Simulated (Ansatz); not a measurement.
ClGaHO, SMILES `[O][GaH][Cl]` radical, relaxed with UKS PBE0-D4/def2-TZVP in the Gaussian-basis code of Ansatz from a PBE-D4/def2-SVP geometry. The force threshold is 0.005 eV/Å; the program also tests the step.

Charge 0, multiplicity 2.

Start:

```xyz
4

O    -1.404    0.964    0.524
Ga   -0.099   -0.143   -0.045
Cl    1.855    0.761    0.107
H    -0.352   -1.582   -0.586
```

Q: How much energy does the relaxation release, and in how many steps? (An estimate is asked.)

A: The calculation gave: 0.94 kJ/mol, in 3 steps.

Q: Which bonds change most? (Estimate.)

A: The calculation gave: Ga2–Cl3 from 2.158 to 2.128 Å; Ga2–H4 from 1.559 to 1.543 Å; O1–Ga2 from 1.804 to 1.796 Å.

Q: Give the relaxed structure. (Best estimate.)

A: The calculation gave: 
```xyz
4

O    -1.400    0.950    0.518
Ga   -0.086   -0.139   -0.046
Cl    1.841    0.751    0.105
H    -0.355   -1.562   -0.577
```
